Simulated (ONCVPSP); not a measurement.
# Which change was made? (Bi, ONCV)

```json
{
  "Element": "Bi",
  "Generator": "ONCVPSP 4.0.1",
  "Type": "optimised norm-conserving Vanderbilt (ONCV)",
  "Functional": "LDA (Perdew-Wang 92)",
  "Relativity": "scalar-relativistic",
  "Frozen core": "[Xe] 4f14 5d10",
  "Valence charge": "5",
  "Reference configuration": "6s2 6p2 (charge +1)",
  "Partial waves": "6s: rc 2.00 bohr, ncon 3, nbas 6, qcut 3.5 1/bohr, local; 6p: rc 2.55 bohr, ncon 4, nbas 7, qcut 3.5 1/bohr, 2 projectors, debl 1.7 Ha; d scattering state at 0.42 Ha: rc 2.15 bohr, ncon 3, nbas 6, qcut 5.1 1/bohr, 1 projector",
  "Local potential": "the s channel",
  "Core correction": "polynomial model core, fcfact 0.55"
}
```

Cutoffs, loose and tight: the cutoffs (Ha) at which the residual kinetic energy of the hardest occupied pseudo-wave falls to 1 and 0.1 mHa per electron. They do not see the model core or the augmentation charge, which bear on the density cutoff. Test errors are all-electron minus pseudo excitation energies from the reference, over the configurations 6s2 6p3; 6s2 6p1; 6s2 6p0; 6s2 6p2.5; variants that change the core or the reference have their own tests.

The base gives: outcome: generated; cutoff, loose: 8.7 Ha; cutoff, tight: 23 Ha; bound ghosts: none; GHOST(+) flags above zero: d; largest test error (meV): -159.

Task: After one change the result is: outcome: generated; cutoff, loose: 9.5 Ha; cutoff, tight: 23 Ha; bound ghosts: none; GHOST(+) flags above zero: none; largest test error (meV): -57. Which change was it?
A. reference 6s2 6p1
B. s: rc 2.54
C. core [Kr] 4d10 4f14, valence charge 23; reference 5s2 5p6 5d10 6s2 6p3; waves now 5s+6s: rc 1.30 bohr, ncon 4, nbas 7, qcut 10.8 1/bohr, 2 projectors; 5p+6p: rc 1.35 bohr, ncon 4, nbas 8, qcut 12.8 1/bohr, 2 projectors; 5d: rc 1.20 bohr, ncon 3, nbas 6, qcut 9.5 1/bohr, 2 projectors, debl 3 Ha; f scattering state at 0.02 Ha: rc 1.35 bohr, ncon 3, nbas 6, qcut 8.9 1/bohr, 2 projectors, debl 2.2 Ha; local potential polynomial inside 0.75 bohr (lpopt 5, dvloc0 -1 Ha)
D. core correction Teter function fitted to the true core (icmod 2), fcfact 0.7

Result: A. The others give: core [Kr] 4d10 4f14, valence charge 23; reference 5s2 5p6 5d10 6s2 6p3; waves now 5s+6s: rc 1.30 bohr, ncon 4, nbas 7, qcut 10.8 1/bohr, 2 projectors; 5p+6p: rc 1.35 bohr, ncon 4, nbas 8, qcut 12.8 1/bohr, 2 projectors; 5d: rc 1.20 bohr, ncon 3, nbas 6, qcut 9.5 1/bohr, 2 projectors, debl 3 Ha; f scattering state at 0.02 Ha: rc 1.35 bohr, ncon 3, nbas 6, qcut 8.9 1/bohr, 2 projectors, debl 2.2 Ha; local potential polynomial inside 0.75 bohr (lpopt 5, dvloc0 -1 Ha) → outcome: failed: ERROR pspot: first pseudo wave function has node, program will stop | s: rc 2.54 → outcome: failed: test_data: rc < rc(lloc) for l = 2. Not allowed. | core correction Teter function fitted to the true core (icmod 2), fcfact 0.7 → outcome: generated; cutoff, loose: 8.7 Ha; cutoff, tight: 23 Ha; bound ghosts: none; GHOST(+) flags above zero: d; largest test error (meV): -95.
